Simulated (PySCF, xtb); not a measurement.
Ge(F)2(Br)(NH2) (BrF2GeH2N), SMILES [NH2][Ge]([F])([F])[Br]. One conformer was computed; it need not be the lowest.

Harmonic wavenumbers (cm⁻¹) from GFN2-xTB (xtb) at its own minimum, in rising order: 12, 122, 133, 174, 176, 186, 289, 459, 480, 503, 670, 764, 1434, 3431, 3463.

**Question.** What does PySCF with B3LYP-D3(BJ)/def2-SVP give at its own minimum? (The exact figures need the calculation; the answer reports its results.)

**Answer.** 41, 144, 169, 231, 234, 244, 328, 522, 706, 752, 758, 896, 1536, 3532, 3630. Paired by order, the mean absolute difference is 95 cm⁻¹ and the zero-point energies are 17.6 and 19.6 kcal/mol.
